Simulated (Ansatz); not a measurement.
Compare A (`[SiH3]C1=CCO1`) with its isomer B (`C[Si]1(O)C=C1`).

Isolated molecules relaxed with PBE0-D4/def2-TZVP in Ansatz; ΔE leaves out vibrations. CCSD(T)/CBS adds triple-zeta CCSD(T) − MP2 to the extrapolated MP2 energy (def2 sets, frozen cores). DFT in def2-TZVPP. B3LYP here is the variant with VWN-RPA as its local correlation; programs differ in this. One conformer a species, not always the lowest.

A:

```xyz
11

Si    0.219   -1.073    1.621
C    -0.040   -0.057    0.079
C     0.698    0.613   -0.819
C    -0.583    0.964   -1.508
O    -1.288    0.210   -0.481
H    -0.481   -0.449    2.772
H    -0.304   -2.449    1.425
H     1.681   -1.112    1.871
H     1.745    0.811   -0.975
H    -0.758    0.527   -2.494
H    -0.889    2.013   -1.493
```

B:

Z-matrix (Å, degrees):
```
C
Si 1 1.850
H 1 1.090 2 110.5
H 1 1.092 2 110.5 3 -120.5
H 1 1.092 2 110.5 3 120.5
O 2 1.645 1 105.2 3 -180.0
C 2 1.793 1 125.4 3 27.5
C 2 1.793 1 125.4 3 -27.5
H 6 0.959 2 116.2 1 -180.0
H 7 1.085 2 159.4 1 75.4
H 8 1.085 2 159.4 1 -75.5
```

Question: Which is lower in electronic energy at CCSD(T)/CBS, and by how much? (Best estimate.)

Answer: The calculation gave: B, by 55.1 kcal/mol.

Question: Give E(B) − E(A) in kcal/mol with r2SCAN-D4, ωB97M-V, B3LYP, PBE-D4, CCSD/def2-TZVPP, CCSD(T)/def2-TZVPP, PBE0-D4. (An estimate is asked.)

Answer: Ansatz gave: r2SCAN-D4 -54.5, ωB97M-V -55.0, B3LYP -51.8, PBE-D4 -49.1, CCSD/def2-TZVPP -54.2, CCSD(T)/def2-TZVPP -53.4, PBE0-D4 -52.3. None reverses the order clearly.

Largest T1 diagnostic: 0.014.

From PBE to PBE0 (25 % exact exchange), in def2-TZVPP and without D4, E(B) − E(A) moves by −3.2 kcal/mol.
